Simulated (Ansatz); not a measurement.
System: 1,1-difluoropropylsilane, C3H8F2Si (charge 0, singlet). 
Structure (B3LYP-D3(BJ)/def2-TZVP (Ansatz, a first-principles code) minimum search):
```xyz
14

C      2.3279    -0.2581     0.7937
C      0.8358    -0.5585     0.9227
C     -0.0115     0.1035    -0.1439
F      0.4380    -0.2974    -1.3962
F      0.1928     1.4774    -0.0998
Si    -1.9084    -0.2166    -0.0645
H      2.7148    -0.6050    -0.1639
H      2.8811    -0.7613     1.5872
H      2.5190     0.8117     0.8710
H      0.4594    -0.2254     1.8934
H      0.6541    -1.6348     0.8639
H     -2.5514     0.5082    -1.1784
H     -2.1407    -1.6730    -0.1806
H     -2.4093     0.2709     1.2393
```

Basis-set convergence of Hartree-Fock and MP2 correlation energies (hartree) with Ansatz. Cores are frozen in the correlated levels unless marked. Spin-orbit coupling is left out. No relativistic terms.

```csv
basis,functions,E(HF),"E(corr, MP2)"
cc-pV(D+d)Z,133,-606.08455,-0.89715
cc-pV(T+d)Z,301,-606.19873,-1.14482
cc-pV(Q+d)Z,579,-606.22579,-1.23433
```

Extrapolating the two largest sets (X = 3 and 4) as X^-3: E(corr) = (64·(-1.23433) - 27·(-1.14482))/37 = -1.2996 Eh, an estimate of the basis-set limit. The largest set recovers 95.0 % of it, the smallest 69.0 %.
